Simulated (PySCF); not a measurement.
## A search over the determinants of BaCl

Unrestricted PBE0; Ba x2c-TZVPall, Cl x2c-TZVPall; spin-free X2C with a Gaussian nucleus (PySCF 2.14). Outer shells of the fragments: Ba 6s2; Cl 3s2 3p5.

Followed along the bond (rough minima from three points):

| 2Ms+1 | unpaired | ⟨S²⟩ at the start | R at minimum (Å) | Te (eV) |
| --- | --- | --- | --- | --- |
| 2 | σ ↑ | 0.75 | 2.68 | 0.00 |
| 2 | δ ↑ | 0.75 | 2.72 | 1.02 |
| 2 | π ↑ | 0.75 | 2.72 | 1.12 |
| 4 | σ ↑, π ↑, δ ↑ | 3.76 | none in the scan | ≤ 5.68 |

Solutions found at the starting distance of 2.755 Å, counted from the lowest of them; the search is not exhaustive and high or unbound solutions are not listed, so other states can lie among these:

| 2Ms+1 | unpaired | term | E (eV) | ⟨S²⟩ | ⟨Lz²⟩ | μ (D) |
| --- | --- | --- | --- | --- | --- | --- |
| 2 | σ ↑ | ²Σ⁺ | 0.00 | 0.75 | 0.00 | -5.19 |
| 2 | δ ↑ | ²Δ | 1.01 | 0.75 | 4.00 | -8.44 |
| 2 | π ↑ | ²Π | 1.11 | 0.75 | 1.00 | -4.37 |
| 4 | σ ↑, π ↑, δ ↑ | mixed | 5.96 | 3.76 | 5.00 | 1.39 |
| 4 | σ ↑, π ↑↑ | mixed | 6.06 | 3.76 | 2.01 | 2.03 |
| 4 | σ ↑, π ↑↑ | mixed | 6.17 | 3.75 | 2.03 | 3.16 |

A term symbol is given only where ⟨S²⟩ and ⟨Lz²⟩ are close to those of a pure state; real π, δ and φ orbitals otherwise mix terms. A positive dipole means Ba(−)Cl(+).

Spin–orbit coupling is left out. Counting both spins, an empty level lies below a filled one in some of these solutions, because spin and occupation are held.
